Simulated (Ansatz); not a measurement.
One change: `CO[CH2][AlH][F]` becomes `COCS[SiH3]`.

Ansatz, PBE0-D4/def2-TZVP geometries, multiplicity 1. Each molecule was computed in one conformer, which needn't be the lowest.

```
                                        property  `CO[CH2][AlH][F]`
size of the dipole moment (B3LYP/def2-TZVPP) / D               1.46
  size of the dipole moment (PBE/def2-TZVPP) / D               1.47
              LUMO energy (PBE0/def2-TZVPP) / eV              -1.00
              HOMO energy (PBE0/def2-TZVPP) / eV              -6.97
             HOMO energy (B3LYP/def2-TZVPP) / eV              -6.77
               LUMO energy (PBE/def2-TZVPP) / eV              -1.77
```

Task: What does the change do to each property? (An estimate is asked.)

Result: Computed: 
| property | `COCS[SiH3]` | shift |
| --- | --- | --- |
| size of the dipole moment (B3LYP/def2-TZVPP) / D | 1.14 | -0.32 |
| size of the dipole moment (PBE/def2-TZVPP) / D | 1.20 | -0.27 |
| LUMO energy (PBE0/def2-TZVPP) / eV | 0.25 | 1.25 |
| HOMO energy (PBE0/def2-TZVPP) / eV | -7.15 | -0.18 |
| HOMO energy (B3LYP/def2-TZVPP) / eV | -6.91 | -0.14 |
| LUMO energy (PBE/def2-TZVPP) / eV | -0.66 | 1.11 |

With PBE0 the HOMO falls by 0.18 eV and the LUMO rises by 1.25 eV, so the gap widens by about 1.43 eV. PBE moves the HOMO by -0.37 eV and ωB97M-V by -0.09 eV. Dipoles are sizes alone; their direction can turn.

B3LYP here is the variant with VWN-RPA as its local correlation; programs differ in this.
